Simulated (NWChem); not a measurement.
Species: InCl anion, doublet; SMILES of the neutral closed-shell parent [Cl][In]

```xyz
2

In     0.0000     0.0000    -0.7295
Cl     0.0000     0.0000     2.0274
```
Atoms are numbered in this order, from 1.

Level: B3LYP/def2-SVPD with def2 effective core potentials on In, spin-unrestricted (NWChem), optimised geometry, unscaled harmonic frequencies. The state is orbitally degenerate and is run as one real component. This spin state was assumed; another may lie lower. The highest occupied level is positive, so the extra electron may be held by the finite basis. def2 effective core potentials on In; no spin-orbit coupling.

| frequency (cm⁻¹) | IR intensity (km/mol) |
|---|---|
| 168 | 76.7 |

- zero-point energy: 0.2 kcal/mol
- thermal correction to the enthalpy at 298.15 K (with zero-point energy): 2.7 kcal/mol
- heat capacity Cv: 6.8 cal/(mol K)

Rigid rotor and harmonic oscillator.
